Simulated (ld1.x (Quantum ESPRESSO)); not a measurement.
# What one change does to a pseudopotential (Sb (Z = 51), TM)

ld1.x (Quantum ESPRESSO) 7.5 input, shortened:

```
&input
   title='Sb', zed=51., rel=1, dft='PBESOL', iswitch=3,
   config='[Kr] 4d10 5s2 5p1 5d-2'
 /
 &inputp
   pseudotype=2, tm=.true., lloc=0,
   nlcc=.false.
 /
3
5P  2  1   1.00   0.00  2.35  2.35  0.0
5D  3  2  -2.00   0.30  1.90  1.90  0.0
5S  1  0   2.00   0.00  1.60  1.60  0.0
 &test
   configts(1)='5s2 5p1'
 /
```

Change: all radii scaled by about 0.90 (s 1.44, p 2.12, d 1.72 bohr).

Cutoffs: the cutoffs (Ry, on a coarse ladder) from which the occupation-weighted sum of valence levels, in a spherical-Bessel basis at the reference potential, stays within 10 and 1 mRy of its value at 400 Ry; they do not see the model core or the augmentation charge, which bear on the density cutoff. Errors are all-electron minus pseudo energies relative to the spin-unpolarised reference configuration.

Task: How do hardness, ghosts and transferability respond?

Result: The potential gets harder (35 Ry and 90 Ry → 55 Ry and 160 Ry); both files keep a bound ghost (d); of the 7 tests that both files solve, the error grows in 7 and shrinks in 0 by more than 15 % and 0.3 meV (median size 2.7 → 7.4 meV). A smaller radius makes the pseudo-wave follow the all-electron one further in, where it bends more sharply, so more plane waves are needed. That the errors move this way runs against the usual rule that smaller radii transfer better.

| quantity | base | changed |
| --- | --- | --- |
| cutoff, loose | 35 Ry | 55 Ry |
| cutoff, tight | 90 Ry | 160 Ry |
| loose cutoff by channel (10 mRy a level) | p 12 Ry, s 30 Ry | p 12 Ry, s 40 Ry |
| bound ghosts | d | d |
| error for 5s2 5p3, meV [ΔE -24.36 eV] | +0.6 | +7.4 |
| error for 5s2 5p2, meV [ΔE -16.01 eV] | +2.7 | +6.0 |
| error for 5s2 5p0, meV [ΔE 24.44 eV] | +4.9 | +16 |
| error for 5s1 5p4, meV [ΔE -16.21 eV] | +2.7 | +18 |
| error for 5s2 5p2.5, meV [ΔE -21.08 eV] | +1.9 | +7.3 |
| error for 5s2 5p3.3, meV [ΔE -25.52 eV] | +0.1 | +7.2 |
| error for 5s0 5p5, meV [ΔE -7.86 eV] | +30 | +90 |

 A true bound ghost makes a file unfit for plane-wave use even where its test errors are small: the radial tests pick states by their node count and pass the ghost by.
